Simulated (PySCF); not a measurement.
CH3ClOSi. Atoms are numbered in the order given.

```xyz
7

O     -0.1774     2.5862     0.0000
C     -0.5927     1.4511     0.0000
Si     0.6800    -0.0030     0.0000
Cl    -0.3459    -1.8113     0.0000
H     -1.6984     1.2362     0.0000
H      1.5175     0.1006    -1.2221
H      1.5175     0.1006     1.2221
```

Geometry: B3LYP-D3(BJ)/def2-SVP. The values are those of a single conformer.

All values below come from TDDFT-PBE/def2-SVPD run with PySCF.

Vertical excitations. Gas-phase values at a fixed geometry. State labels are in the subgroup Cs.

```json
[
 {"state": "S1", "symmetry": "A\"", "energy (eV)": "3.08", "λ (nm)": "403", "f": "0.001", "main pairs": "HOMO→LUMO 100 %"},
 {"state": "S2", "symmetry": "A'", "energy (eV)": "4.74", "λ (nm)": "262", "f": "0.005", "main pairs": "HOMO−1→LUMO 99 %"},
 {"state": "S3", "symmetry": "A'", "energy (eV)": "4.99", "λ (nm)": "248", "f": "0.003", "main pairs": "HOMO→LUMO+1 99 %"},
 {"state": "S4", "symmetry": "A\"", "energy (eV)": "5.07", "λ (nm)": "245", "f": "0.000", "main pairs": "HOMO−2→LUMO 100 %"},
 {"state": "S5", "symmetry": "A'", "energy (eV)": "5.81", "λ (nm)": "213", "f": "0.005", "main pairs": "HOMO→LUMO+2 96 %"},
 {"state": "S6", "symmetry": "A'", "energy (eV)": "6.26", "λ (nm)": "198", "f": "0.049", "main pairs": "HOMO→LUMO+3 73 %, HOMO−3→LUMO 23 %"},
 {"state": "S7", "symmetry": "A'", "energy (eV)": "6.61", "λ (nm)": "188", "f": "0.117", "main pairs": "HOMO−3→LUMO 55 %, HOMO→LUMO+4 25 %, HOMO→LUMO+3 14 %"},
 {"state": "S8", "symmetry": "A\"", "energy (eV)": "6.68", "λ (nm)": "186", "f": "0.002", "main pairs": "HOMO−4→LUMO 98 %"},
 {"state": "S9", "symmetry": "A\"", "energy (eV)": "6.87", "λ (nm)": "180", "f": "0.010", "main pairs": "HOMO−1→LUMO+1 99 %"},
 {"state": "S10", "symmetry": "A'", "energy (eV)": "6.88", "λ (nm)": "180", "f": "0.069", "main pairs": "HOMO→LUMO+4 71 %, HOMO−3→LUMO 12 %"},
 {"state": "T1", "symmetry": "A\"", "energy (eV)": "2.39", "λ (nm)": "518", "f": "0", "main pairs": "HOMO→LUMO 100 %"},
 {"state": "T2", "symmetry": "A'", "energy (eV)": "4.57", "λ (nm)": "271", "f": "0", "main pairs": "HOMO−1→LUMO 99 %"},
 {"state": "T3", "symmetry": "A'", "energy (eV)": "4.73", "λ (nm)": "262", "f": "0", "main pairs": "HOMO→LUMO+1 99 %"},
 {"state": "T4", "symmetry": "A\"", "energy (eV)": "4.97", "λ (nm)": "249", "f": "0", "main pairs": "HOMO−2→LUMO 100 %"}
]
```
Triplets are in the Tamm–Dancoff approximation, which puts them higher than full response would, so one can lie above its singlet here.
